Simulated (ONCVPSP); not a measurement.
## An all-electron radial function and its pseudo partner (calcium)

Columns: radius, all-electron u(r) and pseudo u(r) of the 3s shell (level -47.79 eV) of calcium in the configuration [Ne] 3s2 3p6 4s1.5 4p0.5; PBE, scalar-relativistic, ONCV scheme, ONCVPSP 4.0.1.

```csv
r (bohr),all-electron,pseudo
0.125,-0.1522,0.1764
0.250,-0.5328,0.3478
0.375,-0.2741,0.5089
0.500,0.1835,0.6534
0.625,0.5867,0.7745
0.750,0.8583,0.8658
0.875,0.9987,0.9221
1.000,1.0356,0.9409
1.125,1.0022,0.9238
1.250,0.9268,0.8755
1.375,0.8303,0.8036
1.500,0.7269,0.7167
1.625,0.6256,0.6234
1.750,0.5313,0.5312
1.875,0.4466,0.4466
2.000,0.3724,0.3724
2.125,0.3085,0.3085
2.250,0.2542,0.2542
2.375,0.2085,0.2085
2.500,0.1704,0.1704
2.625,0.1388,0.1388
2.750,0.1128,0.1128
2.875,0.0916,0.0915
3.000,0.0742,0.0742
3.125,0.0600,0.0600
3.250,0.0485,0.0485
```

(1) How many radial nodes do the two functions have?

(2) At about which radius was the pseudo-wave matched?

(3) Where does each function peak?

(4) Is the pseudo-wave norm-conserving?

Answers

(1) The all-electron 3s function has n − l − 1 = 2 (the table is too coarse to show those close to the nucleus); the pseudo-wave has 0, since the states of the same l below it are removed with the core.

(2) 1.80 bohr, where the columns begin to agree (steps of 0.12 bohr).

(3) Outermost all-electron maximum near 1.00 bohr, pseudo maximum near 1.00 bohr (to the table’s step).

(4) Yes: the ONCV scheme keeps the norm inside the radius equal to the all-electron one, which fixes the energy derivative of the logarithmic derivative at the level.
